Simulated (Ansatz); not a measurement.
The geometry has D3h symmetry (within 0.05 Å) and had no frequency check at the DFT level, so a distortion to lower symmetry isn't ruled out.

A geometry relaxed with B3LYP-D3(BJ)/def2-SVP in Ansatz (a first-principles code), charge 0, multiplicity 1:

```xyz
18

C      2.4729     1.9470    -0.2819
N     -3.4084    -2.3115     0.5421
C     -2.7825    -1.3414     0.6660
C     -0.7561    -0.0542     0.3081
N     -3.0709     1.8442     2.1032
N      3.5469     2.0409    -0.7131
C      0.5988     2.9531     0.9523
C     -2.0169    -0.1446     0.8212
N     -0.4763    -3.8850    -1.3906
C      1.1513     1.8371     0.2508
C     -2.5962     0.9541     1.5282
N      0.1542     3.8622     1.5214
C      0.4317     0.6888     0.0941
C      0.3247    -0.6346    -0.4017
C      0.8660    -1.6927    -1.0712
N      3.2541    -1.5502    -2.0644
C      2.1838    -1.6116    -1.6183
C      0.1232    -2.9012    -1.2462
```

Write the SMILES of this molecule.

CN6-CP (hexacyanotrimethylenecyclopropane) `N#CC(C#N)=C1C(=C(C#N)C#N)C1=C(C#N)C#N`
